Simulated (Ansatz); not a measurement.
ReO2F2, SMILES [O]=[Re](=[O])([F])[F] (connectivity only; charge and spin as stated), neutral, multiplicity 2.

The structure is a stationary point at B3LYP-D3(BJ)/def2-SVP. The spin state was assumed, not searched. The def2 effective core potentials stand for the cores of Re; spin–orbit coupling is left out.

Two levels are set side by side: PBE/def2-SVPD (Ansatz, a first-principles code) and PBE0/def2-SVPD (Ansatz). Energy differences of separate SCF runs at the same geometry; the states with an electron removed or added have multiplicity 1 and 1. Differences are taken from unrounded values.

```json
[
 {"quantity": "vertical ionisation energy (eV)", "PBE": "9.80"},
 {"quantity": "vertical electron affinity (eV)", "PBE": "1.82"}
]
```

Problem. These are the PBE values. What does PBE0 give? (An estimate is asked for; the answer gives what the named calculation found.)

Solution. 
| quantity | PBE0 | PBE minus PBE0 |
|---|---|---|
| vertical ionisation energy (eV) | 10.48 | -0.68 |
| vertical electron affinity (eV) | 2.17 | -0.35 |
